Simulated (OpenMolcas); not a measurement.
**Fe5+: effect of the active space**

```json
{
 "Program": "OpenMolcas",
 "Method": "SS-CASPT2 or its RAS form, IPEA 0.25 Eh, imaginary shift 0.1 Eh",
 "Basis": "ANO-RCC-VTZP",
 "Scalar Hamiltonian": "DKH2, point nucleus",
 "Spin-orbit coupling": "RASSI with atomic mean-field integrals over the reference wave functions, term energies averaged over their components"
}
```

A. 3 electrons in 5 orbitals (3d); 2S+1 = 4 even, 10 roots; 2S+1 = 2 even, 40 roots; closed shells correlated: 3s 3p; CASPT2 step about 10 core-seconds
B. 9 electrons in 8 orbitals (RAS1 3p, at most 2 holes; RAS2 3d); 2S+1 = 4 even, 10 roots; 2S+1 = 2 even, 40 roots; closed shells correlated: 3s; CASPT2 step of the order of 40 core-seconds
C. 3 electrons in 10 orbitals (3d 4d); 2S+1 = 4 even, 10 roots; 2S+1 = 2 even, 40 roots; closed shells correlated: 3s 3p; CASPT2 step roughly 6 core-minutes

Energies in cm⁻¹ above 3d³ ⁴F_3/2, the measured ground level; measured values from Corliss and Sugar, J. Phys. Chem. Ref. Data 11, 135 (1982).

```csv
Level,A,B,C,Measured
3d³ ⁴F_3/2,0.0,0.0,0.0,0.0
3d³ ⁴F_5/2,544,558,545,511
3d³ ⁴F_7/2,1275,1307,1279,1188
3d³ ⁴F_9/2,2170,2220,2170,2001
3d³ ⁴P_1/2,19610,19620,19650,18738
3d³ ⁴P_3/2,19820,19810,19850,18942
3d³ ⁴P_5/2,20460,20510,20540,19611
3d³ ²G_7/2,21080,21350,21330,20616
3d³ ²G_9/2,21820,22100,22080,21315
3d³ ²P_1/2,28870,27410,27450,26496
3d³ ²H_9/2,29160,29480,29730,28724
3d³ ²D_5/2(1),29670,30120,29940,28484
3d³ ²H_11/2,29690,30030,30290,29203
3d³ ²F_7/2,47830,47910,48020,46217
3d³ ²F_5/2,48140,48230,48340,46604
3d³ ²D_5/2(2),75190,74390,75280,71708
3d³ ²D_3/2(2),75560,74840,75610,72049
```

Deviations, from unrounded energies. A percentage is the sum of absolute deviations over the sum of measured energies, with the sign that they share, or ± where signs differ.

```
                        Against measurement  Levels     A      B     C
             mean absolute deviation (cm-1)      16  1200   1100  1200
      fine structure of the ground term (%)       3  +7.7  +10.4  +8.1
other terms of the ground configuration (%)      13  +4.1   +3.8  +4.3
```

B lies closest to measurement on these levels and C furthest from it. The largest miss of B in the table is 3d³ ²D_3/2(2), by +2800 cm-1. The ranking rests on the paired levels alone, and a cruder setting can come out closer through cancelling errors.

The two smallest mean deviations differ by little beside CASPT2's spread within terms, so their order carries little weight.

Among A to C the level of the table that moves most is 3d³ ²P_1/2, by 1500 cm-1 (lowest in B, highest in A). Moves below CASPT2's spread within the term are not significant.

CASPT2 does not keep the components of a term degenerate, so their means are used; among the terms shown or strongly mixed into the levels shown the widest spread is 890 cm-1 (3d³ ⁴F, A). The CASPT2 spread within a term exceeds the gap to the next term for 3d³ ²P and 3d³ ²D(1), 3d³ ²D(1) and 3d³ ²H, so the order of their levels is uncertain, and so are names and mixing where such terms share a J (figures for A; the like holds for B). Active for correlation alone: 3p; no level in the range computed is led by a configuration that opens it, so any true level of that kind is missing (holds for B). Active for correlation alone: 4d; no level in the range computed is led by a configuration that fills it, so any true level of that kind is missing (holds for C). Measured partners are found by configuration, term and J. A level has none where our copy of the source lacks it or the pairing is in doubt (some pairs that miss far off the trend of their configuration count as doubtful), and it then counts in no deviation. Levels of configurations outside the active space are missing. The table leaves out levels that lie high or whose names do not pair safely across all columns.

A number in round brackets counts repeated terms of one configuration in the order of the reference energies.
